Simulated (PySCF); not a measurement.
Compound: C4H10OSi.
SMILES with atom numbers: `[SiH3:1][O:2][CH2:3][CH:4]1[CH2:5][CH2:6]1` (hydrogens: H7, H8, H9 on Si1; H10, H11 on C3; H12 on C4; H13, H14 on C5; H15, H16 on C6)

The same species was optimised twice, with GFN2-xTB and with PBE0-D3(BJ)/def2-SVP (PySCF), and the same property calculations (PySCF, gas phase) were run on both structures.

| coordinate | GFN2-xTB | PBE0-D3(BJ)/def2-SVP | change |
| --- | --- | --- | --- |
| Si1–O2 (Å) | 1.617 | 1.663 | +0.046 |
| C3–C4 (Å) | 1.509 | 1.499 | -0.010 |
| O2–C3 (Å) | 1.399 | 1.407 | +0.008 |
| C5–C6 (Å) | 1.497 | 1.500 | +0.003 |
| C4–C6 (Å) | 1.499 | 1.500 | +0.001 |
| C4–C5 (Å) | 1.499 | 1.498 | -0.001 |
| Si1–O2–C3 (°) | 129.7 | 123.9 | -5.8 |
| O2–C3–C4 (°) | 109.7 | 110.1 | +0.4 |
| C3–C4–C6 (°) | 119.8 | 119.6 | -0.2 |
| C4–C6–C5 (°) | 60.0 | 59.9 | -0.1 |
| C3–C4–C5 (°) | 119.9 | 119.8 | -0.1 |
| C5–C4–C6 (°) | 59.9 | 60.0 | +0.1 |
| C4–C5–C6 (°) | 60.0 | 60.1 | +0.1 |
| Si1–O2–C3–C4 (°) | 178 | -179 | +3 |
| O2–C3–C4–C5 (°) | -86 | -81 | +5 |

Rotational constants: A = 10806, B = 1165, C = 1123 MHz (GFN2-xTB) against A = 10623, B = 1162, C = 1122 MHz (PBE0-D3(BJ)/def2-SVP). Point groups within 0.08 Å: C1 and C1.

On the GFN2-xTB structure: lowest singlet, TDDFT (eV) 6.71 [B3LYP/def2-SVPD]; lowest triplet, Tamm–Dancoff (eV) 6.46 [B3LYP/def2-SVPD]; isotropic polarisability (au) 77.0 [B3LYP/def2-SVPD]; HOMO (eV) -7.75 [B3LYP/def2-SVPD]; LUMO (eV) 0.04 [B3LYP/def2-SVPD]; dipole (D) 0.99 [B3LYP/def2-SVPD]; HOMO (eV) -7.93 [PBE0/pcSseg-1]; LUMO (eV) 0.50 [PBE0/pcSseg-1]; dipole (D) 1.00 [PBE0/pcSseg-1]; GIAO shielding of Si1 (ppm) 388.1 [PBE0/pcSseg-1]; GIAO shielding of O2 (ppm) 316.4 [PBE0/pcSseg-1]; GIAO shielding of C3 (ppm) 112.7 [PBE0/pcSseg-1]; GIAO shielding of C4 (ppm) 170.1 [PBE0/pcSseg-1]; GIAO shielding of C5/C6 (mean) (ppm) 182.2 [PBE0/pcSseg-1].

Question: What do these properties become on the PBE0-D3(BJ)/def2-SVP structure?

Answer: 
```json
{"property": "lowest singlet, TDDFT (eV)", "level": "B3LYP/def2-SVPD", "on GFN2-xTB": "6.71", "on PBE0-D3(BJ)/def2-SVP": "6.73", "change": "+0.02"}
{"property": "lowest triplet, Tamm–Dancoff (eV)", "level": "B3LYP/def2-SVPD", "on GFN2-xTB": "6.46", "on PBE0-D3(BJ)/def2-SVP": "6.47", "change": "+0.01"}
{"property": "isotropic polarisability (au)", "level": "B3LYP/def2-SVPD", "on GFN2-xTB": "77.0", "on PBE0-D3(BJ)/def2-SVP": "79.0", "change": "+2.0"}
{"property": "HOMO (eV)", "level": "B3LYP/def2-SVPD", "on GFN2-xTB": "-7.75", "on PBE0-D3(BJ)/def2-SVP": "-7.77", "change": "-0.02"}
{"property": "LUMO (eV)", "level": "B3LYP/def2-SVPD", "on GFN2-xTB": "0.04", "on PBE0-D3(BJ)/def2-SVP": "0.05", "change": "+0.01"}
{"property": "dipole (D)", "level": "B3LYP/def2-SVPD", "on GFN2-xTB": "0.99", "on PBE0-D3(BJ)/def2-SVP": "0.98", "change": "-0.01"}
{"property": "energy, GFN2-xTB geometry as zero (kcal/mol)", "level": "B3LYP/def2-SVPD", "on GFN2-xTB": "0.0", "on PBE0-D3(BJ)/def2-SVP": "-3.4", "change": "-3.4"}
{"property": "HOMO (eV)", "level": "PBE0/pcSseg-1", "on GFN2-xTB": "-7.93", "on PBE0-D3(BJ)/def2-SVP": "-7.95", "change": "-0.02"}
{"property": "LUMO (eV)", "level": "PBE0/pcSseg-1", "on GFN2-xTB": "0.50", "on PBE0-D3(BJ)/def2-SVP": "0.53", "change": "+0.03"}
{"property": "dipole (D)", "level": "PBE0/pcSseg-1", "on GFN2-xTB": "1.00", "on PBE0-D3(BJ)/def2-SVP": "1.00", "change": "0.00"}
{"property": "energy, GFN2-xTB geometry as zero (kcal/mol)", "level": "PBE0/pcSseg-1", "on GFN2-xTB": "0.0", "on PBE0-D3(BJ)/def2-SVP": "-2.7", "change": "-2.7"}
{"property": "GIAO shielding of Si1 (ppm)", "level": "PBE0/pcSseg-1", "on GFN2-xTB": "388.1", "on PBE0-D3(BJ)/def2-SVP": "384.3", "change": "-3.8"}
{"property": "GIAO shielding of O2 (ppm)", "level": "PBE0/pcSseg-1", "on GFN2-xTB": "316.4", "on PBE0-D3(BJ)/def2-SVP": "311.9", "change": "-4.5"}
{"property": "GIAO shielding of C3 (ppm)", "level": "PBE0/pcSseg-1", "on GFN2-xTB": "112.7", "on PBE0-D3(BJ)/def2-SVP": "110.6", "change": "-2.1"}
{"property": "GIAO shielding of C4 (ppm)", "level": "PBE0/pcSseg-1", "on GFN2-xTB": "170.1", "on PBE0-D3(BJ)/def2-SVP": "169.6", "change": "-0.5"}
{"property": "GIAO shielding of C5/C6 (mean) (ppm)", "level": "PBE0/pcSseg-1", "on GFN2-xTB": "182.2", "on PBE0-D3(BJ)/def2-SVP": "179.7", "change": "-2.5"}
```

The heavy atoms differ by 0.052 Å rms after alignment. Among bonds between heavy atoms Si1–O2 changes most (+0.046 Å). Changes are differences of the printed values. Neither structure is proved a minimum here.

Shape of the structure used: `[SiH3:1][O:2][CH2:3][CH:4]1[CH2:5][CH2:6]1`: Si1–O2–C3–C4 -179°, O2–C3–C4–C5 -81°.
